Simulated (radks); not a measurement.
All-electron atom: F I in [He] 2s2 2p5 (the NIST ground configuration). Calculated with a radial shooting solver on a logarithmic mesh with Libxc functionals: non-relativistic Kohn-Sham, r2SCAN, spin-unpolarised, spherical densities, point nucleus; meta-GGA in the generalised Kohn-Sham scheme; hard spherical wall at 10 bohr.

Local quantities along the radius. ELF = 1/(1 + alpha^2) is the electron localisation function; alpha = (tau - tau_W)/tau_unif compares the Pauli kinetic energy density with that of the uniform gas; s = |grad rho|/(2 (3 pi^2)^(1/3) rho^(4/3)) is the reduced gradient; 4 pi r^2 rho is in e/bohr.

r (bohr),ELF,alpha,s,4 pi r^2 rho
0.01012,1.000,0.004559,0.4031,0.4817
0.01141,1.000,0.004705,0.4061,0.5984
0.01286,1.000,0.004874,0.4096,0.7411
0.0145,1.000,0.005073,0.4135,0.9147
0.01635,1.000,0.005307,0.4180,1.125
0.01844,1.000,0.005585,0.4231,1.377
0.02062,1.000,0.005893,0.4285,1.657
0.02325,1.000,0.006287,0.4350,2.009
0.02622,1.000,0.006763,0.4425,2.422
0.02956,1.000,0.007346,0.4511,2.900
0.03333,1.000,0.008066,0.4609,3.447
0.03758,1.000,0.008965,0.4722,4.061
0.04237,1.000,0.01010,0.4852,4.739
0.04739,1.000,0.01146,0.4992,5.421
0.05343,1.000,0.01333,0.5165,6.189
0.06024,1.000,0.01583,0.5365,6.970
0.06792,1.000,0.01922,0.5599,7.733
0.07658,0.999,0.02394,0.5873,8.436
0.08634,0.999,0.03066,0.6194,9.030
0.09735,0.998,0.04054,0.6572,9.465
0.1089,0.997,0.05428,0.6985,9.684
0.1228,0.994,0.07699,0.7501,9.682
0.1384,0.987,0.1137,0.8103,9.414
0.1561,0.970,0.1751,0.8791,8.885
0.176,0.927,0.2806,0.9548,8.133
0.1984,0.823,0.4643,1.031,7.229
0.2237,0.621,0.7813,1.093,6.272
0.2502,0.388,1.256,1.111,5.435
0.2821,0.211,1.931,1.050,4.708
0.3181,0.137,2.512,0.8824,4.249
0.3586,0.130,2.587,0.6482,4.107
0.4044,0.184,2.107,0.4439,4.272
0.4559,0.315,1.476,0.3289,4.675
0.5141,0.501,0.9980,0.3028,5.208
0.575,0.654,0.7269,0.3300,5.696
0.6483,0.760,0.5622,0.3851,6.081
0.7309,0.817,0.4735,0.4525,6.226
0.8241,0.844,0.4295,0.5282,6.079
0.9292,0.853,0.4145,0.6128,5.645
1.048,0.849,0.4224,0.7090,4.975
1.181,0.830,0.4523,0.8214,4.159
1.321,0.798,0.5029,0.9469,3.352
1.49,0.743,0.5880,1.112,2.523
1.68,0.660,0.7177,1.321,1.795
1.894,0.545,0.9129,1.592,1.204
2.135,0.406,1.210,1.952,0.7597
2.407,0.263,1.672,2.441,0.4490
2.714,0.148,2.404,3.118,0.2475
3.036,0.076,3.497,4.004,0.1327
3.423,0.033,5.424,5.381,0.06291
3.86,0.013,8.815,7.470,0.02724
4.352,0.004,15.18,10.76,0.01065
4.907,0.001,28.08,16.15,0.003712
5.532,0.000,56.54,25.37,0.001136
6.238,0.000,125.8,42.01,0.0002997

On this mesh the ELF has minima near r = 0.36 bohr, which separate the shells, and maxima near 0.93 (0.85).
